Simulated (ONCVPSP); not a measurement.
**Potentials for chlorine (Cl) compared**

Generated with ld1.x 7.5 (TM, RRKJ, ultrasoft, PAW), atompaw 4.2 or ONCVPSP 4.0.1. The cutoff is in Ry: for ld1.x and atompaw files where the sum of valence levels is converged to 10 mRy in a Bessel basis, for ONCV files where the hardest occupied wave has 1 mHa per electron of residual kinetic energy. The error is the largest all-electron minus pseudo excitation energy over each file’s own four to seven test configurations (ionisations up to +4, promotions, holes and added fractions of an electron), all of which were solved. The labels leave out finer settings (local radius, basis sizes, second energies), which also bear on the numbers. Spin-polarised tests are not counted. The rows are a selection from randomly drawn settings: files with unsolved tests, undetermined cutoffs or missed reference levels are left out.

A true bound ghost makes a file unfit for plane-wave use even where its test errors are small: the radial tests pick states by their node count and pass the ghost by.

| potential | cutoff (Ry) | largest error (meV) | bound ghosts |
| --- | --- | --- | --- |
| ONCV, PBE, non-relativistic, rc 1.15/1.15/1.30 (spd), local s, core correction yes, reference 3s2 3p5, qcut 6.9/8.4/8.6, projectors 0/2/2 | 74 | +52 | p |
| ONCV, BLYP, scalar-relativistic, rc 0.60/0.75/0.60 (spd), local d, core correction yes, reference 2s2 2p6 3s2 3p4, qcut 21.5/23.3/14.9, projectors 2/2/0 | 362 | +4.5 | none |
| ONCV, LDA (Perdew-Zunger), scalar-relativistic, rc 1.30/1.55/1.40 (spd), local smoothed, core correction no, reference 3s2 3p4.75, qcut 6.1/5.2/7, projectors 2/2/2 | 33 | +15 | none |
| ONCV, PBE, scalar-relativistic, rc 1.00/1.30/1.35 (spd), local smoothed, core correction yes, reference 3s2 3p3, qcut 6.1/7.1/6.5, projectors 3/2/2 | 98 | +16 | s |
| ONCV, LDA (Perdew-Zunger), scalar-relativistic, rc 0.90/0.60 (sp), local smoothed, core correction yes, reference 2s2 2p6 3s2 3p5, qcut 16.6/27.4, projectors 3/2 | 515 | +10 | none |

Problem. Fill in the row for Cl: ONCV, PBE, scalar-relativistic, rc 1.40/1.30 (sp), local smoothed, core correction yes, reference 3s1 3p6, qcut 4.7/7.7, projectors 2/2.

Solution. cutoff 46 Ry, largest error +17 meV, bound ghosts: none.

Problem. Fill in the row for Cl: ONCV, LDA (Perdew-Wang 92), scalar-relativistic, rc 1.05/1.45/1.15 (spd), local smoothed, core correction yes, reference 3s2 3p3, qcut 6.4/5.4/8.6, projectors 1/2/2.

Solution. cutoff 157 Ry, largest error +26 meV, bound ghosts: none.
